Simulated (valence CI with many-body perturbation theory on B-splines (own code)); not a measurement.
## Ladder of approximations for Re41+

Computed by configuration interaction combined with many-body perturbation theory (CI+MBPT): six valence electrons over a frozen Dirac-Fock core [Ar] 3d10, radial functions for each j: 9 s, 9 p, 8 d, 6 f, 3 g, 1 h, with the one-electron correlation potential Σ1 (screened to all orders), the two-electron term Σ2, the three-electron term Σ3, Breit, model QED; selected single and double excitations, second order for the rest, scaled by the run's own slope (own B-spline code, finite nucleus).

No measured spectrum was set against this ion. As an estimate, large intervals hold to a few tenths of a per cent, small ones and those within an open d or f shell to about a per cent. Among the levels kept, up to 640 cm⁻¹ of a level comes from second order outside the variational space, and about a tenth of that is noise between levels of different J, which matters for small intervals.

Each rung adds one term. CI alone is the Dirac-Coulomb CI over the frozen core; QED comes last and gives the full result, which names the levels. Energies are above (4s^2 4p1/2^2 4p3/2^2) J=2 on the same rung, in cm⁻¹.

Levels are named by their leading jj configuration (3d3/2^4 stands for four electrons in 3d with j = 3/2), which in mixed levels can hold well under half, so a name can repeat and another be missing. Letters in brackets count levels of one name in rising energy.

```
                             Level  CI alone
        (4s^2 4p1/2^2 4p3/2^2) J=0     73461
          (4s^2 4p1/2 4p3/2^3) J=1    802625
          (4s^2 4p1/2 4p3/2^3) J=2    840549
    (4s^2 4p1/2^2 4p3/2 4d3/2) J=2   1272790
    (4s^2 4p1/2^2 4p3/2 4d3/2) J=1   1296320
    (4s^2 4p1/2^2 4p3/2 4d3/2) J=0   1297150
    (4s^2 4p1/2^2 4p3/2 4d3/2) J=3   1305300
    (4s^2 4p1/2^2 4p3/2 4d5/2) J=4   1463200
    (4s^2 4p1/2^2 4p3/2 4d5/2) J=2   1463140
    (4s^2 4p1/2^2 4p3/2 4d5/2) J=3   1578860
    (4s^2 4p1/2^2 4p3/2 4d5/2) J=1   1601320
                (4s^2 4p3/2^4) J=0   1672580
          (4s 4p1/2^2 4p3/2^3) J=2   1680410
          (4s 4p1/2^2 4p3/2^3) J=1   1771400
(4s^2 4p1/2 4p3/2^2 4d3/2) J=1 [a]   2039400
(4s^2 4p1/2 4p3/2^2 4d3/2) J=2 [a]   2040400
```

(1) What do these energies become with core correlation, Breit and QED?

(2) How does the ionisation energy move along the ladder, and which term matters most?

## Answers

(1) (4s^2 4p1/2^2 4p3/2^2) J=0 72538 (-922); (4s^2 4p1/2 4p3/2^3) J=1 798877 (-3747); (4s^2 4p1/2 4p3/2^3) J=2 835752 (-4797); (4s^2 4p1/2^2 4p3/2 4d3/2) J=2 1265130 (-7653); (4s^2 4p1/2^2 4p3/2 4d3/2) J=1 1288280 (-8046); (4s^2 4p1/2^2 4p3/2 4d3/2) J=0 1289540 (-7611); (4s^2 4p1/2^2 4p3/2 4d3/2) J=3 1296790 (-8504); (4s^2 4p1/2^2 4p3/2 4d5/2) J=4 1452270 (-10930); (4s^2 4p1/2^2 4p3/2 4d5/2) J=2 1453350 (-9793); (4s^2 4p1/2^2 4p3/2 4d5/2) J=3 1562920 (-15939); (4s^2 4p1/2^2 4p3/2 4d5/2) J=1 1587280 (-14039); (4s^2 4p3/2^4) J=0 1663800 (-8776); (4s 4p1/2^2 4p3/2^3) J=2 1668710 (-11704); (4s 4p1/2^2 4p3/2^3) J=1 1757810 (-13587); (4s^2 4p1/2 4p3/2^2 4d3/2) J=1 [a] 2028010 (-11392); (4s^2 4p1/2 4p3/2^2 4d3/2) J=2 [a] 2029100 (-11302).

(2) CI alone 2027.4, + Σ1 2028.9, + Σ2 2029.3, + Σ3 2028.9, + Breit 2027.4, + QED 2027.3 eV. The largest step is Σ1, 1.5 eV, with Breit about as large (-1.5). NIST lists 2025 ± 4 eV (theoretical).
